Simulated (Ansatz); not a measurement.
Process, species as SMILES: C=C[Si](Cl)(Cl)C=C + 8 [H][H] (H2) -> 4 C (CH4) + 2 Cl (HCl) + [SiH4] (SiH4)
Structures are relaxed separately at B3LYP-D3(BJ)/def2-TZVP in Ansatz (a program for electronic structure), one conformer each, not searched for the lowest.

Property: energy of full hydrogenation (electronic energy difference), in kJ/mol. Correlated levels leave the core frozen unless marked. No spin-orbit coupling. Non-relativistic unless marked X2C. CBS(X,Y): correlation extrapolated as X^-3; Hartree-Fock from the larger set.

```tsv
level	program	energy of full hydrogenation (kJ/mol)
PBE0/STO-3G	Ansatz	-480.5
```

Q: Predict the CCSD(T)/CBS(cc-pV(T+d)Z,cc-pV(Q+d)Z) result (Ansatz).

A: -350.6 kJ/mol
